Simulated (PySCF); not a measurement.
Excitations are Tamm–Dancoff values on a coarser integration grid. The basis has no diffuse functions, so Rydberg states are missing or too high.

Cartesian coordinates (Å):
```xyz
7

S      2.2302    -1.0719     0.0462
Al     0.2168    -0.2719    -0.0671
S     -0.0601     1.8528    -0.4404
S     -1.4183    -1.6757     0.2061
H      2.8071     0.1185    -0.1762
H     -1.3992     1.7985    -0.4144
H     -2.3765    -0.7504     0.0581
```
Charge 0, spin multiplicity 1.

Question: Predict the HOMO–LUMO gap, T1 excitation (TDA) and S1 excitation (TDA) from TPSSh-D3(BJ)/def2-TZVP // CAM-B3LYP-D3(BJ)/def2-TZVP in PySCF 2.14.0.

Answer: 
```yaml
HOMO–LUMO gap: 6.17 eV
T1 excitation (TDA): 5.28 eV
S1 excitation (TDA): 5.63 eV
```
